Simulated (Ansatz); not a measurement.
Ansatz results at the PBE0-D4/def2-TZVP geometry: zero-point energy (PBE0-D4/def2-TZVP) 17.0 kJ/mol; LUMO energy (ωB97M-V/def2-TZVPP) -1.14 eV; ideal-gas entropy at 298 K and 1 bar (rigid rotor, harmonic PBE0-D4/def2-TZVP) 361 J/(mol·K).

(1) Which molecule gave them?
A. `[SH][SnH2][SH]`
B. `C#[C][SnH2][F]`
C. `[F][Sn]([F])([Cl])[Cl]`
D. `C=C[CH2][SnH3]`

## Answers

(1) C. The others give `C=C[CH2][SnH3]`: 236.3, 1.45, 348; `[SH][SnH2][SH]`: 83.4, 0.84, 365; `C#[C][SnH2][F]`: 89.9, 0.61, 329.
